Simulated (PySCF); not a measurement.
An unknown gives this computed stick spectrum. The calculation used TDDFT CAM-B3LYP/def2-SVPD, vertical, gas phase, core orbitals frozen in the response (PySCF 2.14.0, density-fitted response routines). Geometries: PBE0-D3(BJ)/def2-SVP, one conformer each.

| state | E (eV) | λ (nm) | f |
| --- | --- | --- | --- |
| S1 | 4.32 | 287.2 | 0.0001 |
| S2 | 6.96 | 178.1 | 0.024 |
| S3 | 7.73 | 160.3 | 0.0021 |
| S4 | 7.88 | 157.3 | 0.022 |
| S5 | 7.92 | 156.5 | 0.0040 |
| S6 | 8.16 | 151.9 | 0.017 |

Orbital energies (eV): HOMO-3 -10.94, HOMO-2 -10.76, HOMO-1 -10.70, HOMO -8.51, LUMO 0.61, LUMO+1 1.23, LUMO+2 1.67.

**Question.** Which structure fits?
A. `CC[C@@H]1CCC(=O)C1`
B. `[C@H]1(OC)[C@@H]2[C@@H](CC2)C1`
C. `C=CC/C=C\OCC`

**Answer.** A. Its S1, at 4.32 eV, is the lowest among the candidates; the nearest of the others has S1 at 6.15 eV. S1 is HOMO→LUMO (93%). S1 has the pattern of n→π* at C=O. At the same level the other candidates give, for their lowest levels:
- `CO[C@@H]1C[C@@H]2CC[C@@H]21`: 6.99 eV (f 0.019); 7.49 eV (f 0.003); 7.77 eV (f 0.032); 7.85 eV (f 0.033); 7.90 eV (f 0.007); HOMO -8.56, LUMO 1.36 eV
- `C=CC/C=C\OCC`: 6.15 eV (f 0.142); 6.21 eV (f 0.375); 6.76 eV (f 0.005); 6.99 eV (f 0.197); 7.04 eV (f 0.024); T1 4.04 eV; HOMO -7.61, LUMO 1.29 eV
Triplets come from the Tamm–Dancoff approximation.
